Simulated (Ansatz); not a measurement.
ZnS, closed-shell singlet (the spin of the measured ground state), most abundant isotopes (63.9291 and 31.9721 u). Constants from fifth-degree fits in 1/R to seven points on the lowest solution found; no spin–orbit coupling, no relativity up to Kr; ω_e x_e and α_e move by some per cent with the fit.

Correlated levels freeze the inner cores; with def2 sets outer-core shells near the valence are correlated too.

The values were computed with Ansatz (an electronic-structure program). 

Total energies (hartree; each atom in its lowest state at that level) and vibrational constants (cm⁻¹):

| level | E(ZnS) at r_e | E(Zn) | E(S) | ω_e | ω_e x_e |
|---|---|---|---|---|---|
| PBE/def2-TZVPP | -2177.129172 | -1779.129864 | -397.938368 | 453 | 1.9 |
| B3LYP/def2-TZVPP | -2177.630601 | -1779.452782 | -398.132399 | 439 | 2.1 |
| wB97M-V/def2-TZVPP | -2177.440151 | -1779.297505 | -398.090714 | 462 | 2.2 |
| CCSD(T)/def2-QZVPP | -2176.375144 | -1778.651500 | -397.668694 | 455 | 2.0 |

Work out D_e and D₀ in eV.


D_e = E(Zn) + E(S) − E(molecule), times 27.2114 eV; D₀ = D_e − (ω_e/2 − ω_e x_e/4)/8065.54.
- PBE/def2-TZVPP: D_e = 1.658, zero point 0.028, D₀ = 1.630 eV
- B3LYP/def2-TZVPP: D_e = 1.236, zero point 0.027, D₀ = 1.209 eV
- wB97M-V/def2-TZVPP: D_e = 1.413, zero point 0.029, D₀ = 1.385 eV
- CCSD(T)/def2-QZVPP: D_e = 1.495, zero point 0.028, D₀ = 1.467 eV
No counterpoise correction is made.

Doubts at one or more of the structures used: a restricted determinant that unrestricted orbitals would lower (CCSD(T)/def2-QZVPP).
